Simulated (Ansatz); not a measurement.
Cs₃Br₂. Charge 0, multiplicity 2. Geometry PBE0-D4/def2-SVP.

```xyz
5

Cs    1.688   -3.085   -0.348
Cs    0.598    1.144   -3.293
Cs   -1.357    1.139    2.140
Br   -1.020    2.681   -0.817
Br    0.091   -1.878    2.318
```

In the def2 sets Cs takes a core potential; there is no spin–orbit coupling. B3LYP takes the VWN-RPA correlation. Another isomer (doublet) lies 0.23 eV lower at PBE0-D4/def2-TZVP; other spin states weren't run for this one.

Problem. Estimate the α-spin orbital energies around the gap (eV) in Ansatz with PBE-D4/def2-SVP, r2SCAN-D4/def2-TZVP, B3LYP-D4/def2-TZVP, PBE0-D4/def2-SVP, ωB97M-V/def2-TZVP.

Solution. 
| orbital | PBE-D4/def2-SVP | r2SCAN-D4/def2-TZVP | B3LYP-D4/def2-TZVP | PBE0-D4/def2-SVP | ωB97M-V/def2-TZVP |
| --- | --- | --- | --- | --- | --- |
| HOMO−13 | -13.26 | -13.65 | -14.36 | -14.70 | -16.95 |
| HOMO−12 | -13.22 | -13.60 | -14.32 | -14.65 | -16.93 |
| HOMO−11 | -13.08 | -13.47 | -14.21 | -14.53 | -16.85 |
| HOMO−10 | -13.07 | -13.47 | -14.20 | -14.52 | -16.83 |
| HOMO−9 | -12.97 | -13.39 | -14.09 | -14.42 | -16.63 |
| HOMO−8 | -12.86 | -13.29 | -14.00 | -14.31 | -16.55 |
| HOMO−7 | -12.69 | -13.11 | -13.84 | -14.14 | -16.41 |
| HOMO−6 | -5.34 | -5.71 | -6.38 | -6.53 | -8.83 |
| HOMO−5 | -5.17 | -5.56 | -6.21 | -6.35 | -8.63 |
| HOMO−4 | -5.09 | -5.49 | -6.14 | -6.28 | -8.60 |
| HOMO−3 | -5.04 | -5.46 | -6.11 | -6.24 | -8.56 |
| HOMO−2 | -5.01 | -5.44 | -6.08 | -6.21 | -8.54 |
| HOMO−1 | -4.99 | -5.43 | -6.07 | -6.19 | -8.53 |
| HOMO | -2.20 | -2.15 | -2.47 | -2.56 | -3.28 |
| LUMO | -1.29 | -0.98 | -1.04 | -0.89 | -0.23 |
| LUMO+1 | -1.03 | -0.83 | -0.72 | -0.59 | -0.10 |
| LUMO+2 | -0.90 | -0.68 | -0.61 | -0.56 | 0.24 |
| LUMO+3 | -0.66 | -0.29 | -0.38 | -0.23 | 0.30 |
| LUMO+4 | -0.56 | -0.23 | -0.31 | -0.20 | 0.41 |
| LUMO+5 | -0.18 | 0.02 | 0.02 | 0.19 | 0.57 |
| β HOMO | -4.99 | -5.42 | -6.07 | -6.19 | -8.52 |
| β LUMO | -1.78 | -1.31 | -1.44 | -1.24 | -0.25 |
